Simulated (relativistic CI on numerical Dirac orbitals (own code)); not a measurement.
# What each ingredient does to the levels of Pb64+

Base calculation: Dirac-Coulomb-Breit CI, KLI orbitals optimised for each configuration, model QED (radiative potential, 1s self-energy scaled to tabulated hydrogen-like ionisation energies), unscaled Slater integrals.

Configurations in the expansion (outside the closed core [Ne]): 3s2 3p6, 3s2 3p5 3d, 3s 3p6 3d, 3s2 3p5 4s, 3s2 3p5 4p, 3s2 3p5 4d, 3s 3p6 4s, 3s2 3p5 4f, 3p6 3d2, 3p5 3d3, 3p5 3d2 4s, 3p5 3d2 4p, 3p5 3d2 4d, 3p6 3d 4s, 3p5 3d 4s2, 3p5 3d 4s 4p, 3p5 3d 4s 4d. Double excitations out of closed p, d and f shells are left out; levels of such configurations are missing from the list, as are those of other unlisted configurations, and high levels can miss mixing partners. These lack a partner that the ground configuration has and come out too high: 3s2 3p5 4f.

The lowest level and the first level of each name with at least 55 % of one term (blank where a level has no safe partner in the second run):

```csv
Level,Base (eV),Shift (eV)
3s2 3p6 1S_0,0.00,0.00
3s2 3p5 3d 3P°_0,271.30,-18.90
3s2 3p5 3d 3P°_1,285.03,-32.63
3s2 3p5 3d 3F°_4,406.70,-144.00
3s2 3p5 3d 3D°_3,426.02,
3s2 3p5 3d 1P°_1,460.05,
3s2 3p5 3d 3F°_2,852.55,
3s 3p6 3d 3D_1,1112.22,-635.68
3s 3p6 3d 3D_2,1120.32,-643.79
3s 3p6 3d 3D_3,1238.44,-761.90
3s 3p6 3d 1D_2,1254.67,-758.24
3p6 3d2 3F_2,2243.90,-1276.64
3p6 3d2 3P_0,2272.69,-1288.42
3p6 3d2 3F_3,2365.57,-1398.31
3p6 3d2 1G_4,2381.93,
3p6 3d2 3P_1,2384.49,-1400.22
3p6 3d2 3F_4,2496.93,
3p6 3d2 1S_0,2536.73,-1512.65
3p5 3d3 3I°_7,2771.61,-1535.56
3p5 3d3 3P°_1,2773.78,
```

At this charge energies of transitions that change n are usually good to better than 1 %, and those within a shell (Δn = 0) to a few per cent.

Task: One thing was changed in a second run, which moved the levels as shown. Which?
A. QED terms removed
B. valence Slater integrals scaled by 0.9
C. Breit term removed
D. configuration mixing switched off
E. non-relativistic limit

Result: E. Non-relativistic limit. Without relativity the fine structure collapses and s electrons lose their extra binding.

LS names give the leading component of a level, which can be under half, so a name can repeat, a term be missing and a line seem to break the LS rules.
